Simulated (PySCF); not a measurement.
BeBrF. Atoms are numbered in the order given.

```xyz
3

Be     0.0000     0.0000    -1.1717
F      0.0000     0.0000    -2.5427
Br     0.0000     0.0000     0.7877
```
Charge 0, spin multiplicity 1.

Geometry: PBE0-D3(BJ)/def2-TZVP.

Computed with PBE0-D3(BJ)/def2-TZVP (PySCF 2.14.0).

Frequencies are harmonic and unscaled.

Modes within 1.5 cm⁻¹ of each other (mostly degenerate sets) share a row, with their intensities summed.

| mode | ν (cm⁻¹) | IR (km/mol) | Raman (Å⁴/amu) | depolarisation | moving atoms (share of kinetic energy) |
|---|---|---|---|---|---|
| 1–2 | 273 | 145.6 | 2.6 | 0.75 | Be 85 %, F 14 % |
| 3 | 420 | 5.0 | 5.7 | 0.10 | F 61 %, Br 25 %, Be 13 % |
| 4 | 1376 | 395.4 | 1.0 | 0.00 | Be 78 %, F 21 % |
